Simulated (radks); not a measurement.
All-electron atom: S2+ in [Ne] 3s2 3p2. Calculated with a radial shooting solver on a logarithmic mesh with Libxc functionals: Dirac Kohn-Sham, PBE, spin-unpolarised, spherical densities, finite nucleus; open shells fill j = l - 1/2 first; Fermi nuclear charge, rms radius 3.2611 fm.

Spin-orbit splittings of the eigenvalues, e(l+1/2) - e(l-1/2), with zeta = 2 splitting/(2l+1) and mean radii in bohr:

| shell | occ. | splitting (eV) | zeta (eV) | <r> j=l-1/2 | <r> j=l+1/2 |
|---|---|---|---|---|---|
| 2p | 6 | ? | ? | 0.4402 | 0.4425 |
| 3p | 2 | 0.1154 | 0.07695 | 1.763 | 1.769 |
| 3d | 0 | 0.004685 | 0.001874 | 2.395 | 2.396 |

Estimate the 2p splitting.

Answer. 1.267 eV (zeta = 0.8444 eV).
